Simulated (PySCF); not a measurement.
C2H6BF2N, SMILES CCNB(F)F.

Geometry: PBE0-D3(BJ)/def2-SVP. The structure was generated by enumeration, and PubChem lists no compound with its InChIKey, so it may never have been made. The values are those of a single conformer.

Computed with PBE/def2-TZVP run with PySCF.

Gas-phase values at a fixed geometry.

The total energy comes out as -359.02347 hartree and the highest occupied level comes out as -6.38 eV. The lowest empty level is -0.04 eV and the orbital gap comes out as 6.34 eV. The dipole moment is 0.566 e·Å and the quadrupole, principal values (traceless, Buckingham form, about the centre of nuclear charge) is -2.92, 0.80, 2.12 D·Å. The mean static polarisability is 48.5 bohr³ (7.18 Å³) and the polarisability, principal values is 41.6, 45.0, 58.8 bohr³.
